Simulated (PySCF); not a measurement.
Si²⁺: excitation energy

Si²⁺ [Ne] 3s2 (1S) → Si²⁺ [Ne] 3p2 (3P), as a difference of total energies. Computed with PySCF 2.14 in def2-QZVPPD, with no relativity, point nucleus. Correlated levels: valence: [Ne] frozen. The calculations carry no spin-orbit coupling.

```tsv
method	excitation energy (eV)
UHF	14.913
MP2 (valence)	15.631
SCS-MP2 (valence)	15.942
CCSD (valence)	15.865
```

Question: How much does correlation contribute at MP2 (valence)?

Answer: 15.631 − (14.913) = 0.718 eV, measured against UHF.

A first-order spin-orbit estimate (lowest level to lowest level, LS coupling) adds -0.027 eV.

With two correlated electrons CCSD is exact in that space.
